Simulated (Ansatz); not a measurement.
Mulliken charges of `[BH]1C[O][SbH]1` from r2SCAN/def2-TZVPP in Ansatz (PBE0-D4/def2-TZVP geometry).

```tsv
atom	x (Å)	y (Å)	z (Å)	charge (e)
B1	-0.371	0.590	-0.710	-0.218
C2	0.707	0.357	0.392	0.164
O3	0.897	-1.058	0.480	-0.534
Sb4	-0.480	-1.648	-0.863	0.586
H5	-0.861	1.585	-1.141	0.023
H6	0.351	0.763	1.357	0.048
H7	1.663	0.873	0.203	0.046
H8	-1.814	-1.520	0.227	-0.116
```

Q: By hand: the dipole of these point charges (1 e Å = 4.8032 D).

A: Σ q r = (-0.279, -0.181, -0.521) e Å, of length 0.618 e Å = 2.97 D.

Q: How does the dipole of the full density compare? (Estimate.)

A: The calculation gave: (-0.178, 0.205, -0.218) e Å, 1.67 D; the point charges give 1.78 times that, at 54° from its direction.

Point charges leave out the atoms' own dipoles, such as those of lone pairs, and Mulliken's split depends on the basis, so the two needn't agree.
